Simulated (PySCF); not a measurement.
C7H10Cl2Si.
Numbering: `[CH3:1][C:2]#[C:3][C@@H:4]([Cl:5])[C@H:6]([Cl:7])[C@H:8]1[CH2:9][SiH2:10]1`

Probes without a nucleus sit at each ring's centroid and 1 Å off its mean plane on both sides; NICS is minus the shielding there, NICSzz its component along the normal. Level: GIAO PBE0/pcSseg-1 (PySCF, non-relativistic, gas phase) on the GFN2-xTB geometry, one conformer.

Ring bond lengths (Å), with Mayer bond orders in brackets: C8–C9 1.536 (0.88), C9–Si10 1.880 (0.96), Si10–C8 1.897 (0.88).

Q: Give the NICS values of each ring in ppm.

A: 
```tsv
ring	type	NICS(0)	NICS(1), two faces	NICS(1)zz, two faces	rms pucker (Å)	centre to ring atoms, mean (Å)
C8–C9–Si10	3-membered ring with Si; formal bonds all single	-27.0	-7.7 / -8.3	-13.3 / -17.0	0.00	1.02
```

Q: What can be read from them?

A: 
- C8–C9–Si10: mean NICS(1)zz -15.1 ppm, shielded. C8, C9, Si10 have four or more neighbours; no verdict on aromaticity is drawn. The two faces differ by 3.7 ppm, so no symmetry operation interchanges them. NICS(0) lies 19 ppm below the mean NICS(1).

Q: At the second NICS(1) probe listed for ring C8–C9–Si10, 1 Å off the ring, what do the in-plane components average?

A: The isotropic value is a third of the trace: (3 × -8.3 − (-17.0))/2 = -4.0 ppm.

Q: Give the inner angles of the rings and the Hirshfeld charges of the ring atoms.

A: 
- C8–C9–Si10: C8 65.4° (-0.131 e), C9 66.6° (-0.170 e), Si10 48.0° (+0.303 e); sum 180.0° against 180° for a flat convex ring.

Conformer computed: `[CH3:1][C:2]#[C:3][C@@H:4]([Cl:5])[C@H:6]([Cl:7])[C@H:8]1[CH2:9][SiH2:10]1`: C3–C4–C6–Cl7 68°, C4–C6–C8–C9 -166°.
